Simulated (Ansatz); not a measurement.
Reaction (formal exchange of groups at a Zr–F bond): `[F][Zr]([Cl])([Cl])[Cl]` + acetylene → `C#[C][Zr]([Cl])([Cl])[Cl]` + H–F

Gas-phase electronic energies from Ansatz, PBE0-D4/def2-TZVP geometries. CCSD(T)/CBS is the MP2 limit (def2-TZVPP, def2-QZVPP) plus CCSD(T) − MP2 in def2-TZVPP, frozen cores. This one scheme is used for every species. Functionals use def2-TZVPP. def2 core potentials past Kr. For Zr outer-core shells are correlated without core-valence functions, which leaves a few kJ/mol of doubt a bond.

```json
{"level": "r2SCAN-D4", "ΔE (kcal/mol)": "37.0"}
{"level": "MP2/def2-TZVPP", "ΔE (kcal/mol)": "31.7"}
```

Task: What does CCSD(T)/CBS give? (Estimate.)

Result: The calculation gave: +34.1 kcal/mol. The listed levels differ from it by 2.9, -2.4 kcal/mol.

Largest T1 diagnostic among the species: 0.016.

The D4 term adds −1.7 kcal/mol with B3LYP and −1.0 kcal/mol with PBE0; it sums over pairs of atoms, weighted by their polarisabilities, and B3LYP, whose exchange is more repulsive, gets the larger term. In def2-TZVPP, CCSD(T) changes the Hartree–Fock value by −4.6 kcal/mol (the triples alone add −1.0 kcal/mol) and MP2 by −6.1 kcal/mol. At CCSD(T), def2-SVP lies +3.6 kcal/mol from the extrapolated value and def2-TZVPP −0.9 kcal/mol.

B3LYP here is the variant with VWN-RPA as its local correlation; programs differ in this.
